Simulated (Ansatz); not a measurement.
Wavefunction ladder for C3H9MoNOS2 (`C[O][Mo](=[S])(=[S])[N](C)C`)

Z-matrix (Å, degrees):
```
Mo
C 1 2.983
O 1 1.857 2 106.7
S 1 2.112 2 130.3 3 -134.2
C 1 2.979 2 47.6 3 -96.9
S 1 2.112 2 89.2 3 109.7
N 1 1.913 2 23.8 3 -95.2
H 2 1.088 1 79.0 3 -82.3
H 2 1.096 1 124.0 3 23.0
H 2 1.097 1 121.8 3 172.4
C 3 1.405 1 134.2 2 155.9
H 5 1.097 1 121.8 2 -75.6
H 5 1.088 1 78.8 2 179.1
H 5 1.096 1 124.0 2 74.0
H 11 1.093 3 108.4 1 179.4
H 11 1.095 3 110.5 1 -60.9
H 11 1.095 3 110.4 1 59.7
```

Total charge 0; spin multiplicity 1. Correlated methods include outer-core shells of Mo, which these sets cover unevenly. Mo: def2 effective core potential. Geometry: relaxed with PBE0-D4/def2-TZVP. It is one conformer, not always the lowest. Frozen core, restricted reference, Ansatz 0.2.0.

```json
{"basis": "def2-SVP", "HF (Eh)": "?", "MP2 corr.": "-1.53350", "CCSD corr.": "?", "(T)": "-0.08051", "CCSD(T) total": "?"}
{"basis": "def2-TZVPP", "HF (Eh)": "-1110.92202", "MP2 corr.": "?", "CCSD corr.": "?", "(T)": "-0.11949", "CCSD(T) total": "?"}
{"basis": "def2-QZVPP", "HF (Eh)": "-1110.96105", "MP2 corr.": "-2.11386", "CCSD corr.": "–", "(T)": "–", "CCSD(T) total": "–"}
```

Fill in the withheld values. (Best estimate.)

The calculation gave: def2-SVP HF (Eh): -1110.33338; def2-SVP CCSD corr.: -1.51042; def2-SVP CCSD(T) total: -1111.92431; def2-TZVPP MP2 corr.: -1.97127; def2-TZVPP CCSD corr.: -1.92739; def2-TZVPP CCSD(T) total: -1112.96890.
